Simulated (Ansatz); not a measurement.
Mulliken charges of `BrC1CO[SiH2]1` from B3LYP/def2-TZVPP in Ansatz (PBE0-D4/def2-TZVP geometry).

```tsv
atom	x (Å)	y (Å)	z (Å)	charge (e)
Br1	-2.283	-0.282	0.961	-0.129
C2	-0.364	-0.164	0.762	-0.180
C3	0.242	-1.081	-0.323	0.065
O4	0.872	-0.116	-1.193	-0.415
Si5	0.326	1.204	-0.333	0.508
H6	0.061	-0.307	1.752	0.128
H7	-0.515	-1.647	-0.868	0.094
H8	0.994	-1.768	0.075	0.082
H9	-0.662	2.052	-1.043	-0.070
H10	1.413	2.058	0.214	-0.082
```

**Question.** By hand: the dipole of these point charges (1 e Å = 4.8032 D).

**Answer.** Σ q r = (0.151, 0.004, 0.248) e Å, of length 0.290 e Å = 1.39 D.

**Question.** How does the dipole of the full density compare? (Estimate.)

**Answer.** Computed: (0.194, 0.028, 0.188) e Å, 1.30 D; the point charges give 1.07 times that, at 15° from its direction.

Point charges leave out the atoms' own dipoles, such as those of lone pairs, and Mulliken's split depends on the basis, so the close match here is no proof of good charges.

B3LYP here is the variant with VWN-RPA as its local correlation; programs differ in this.
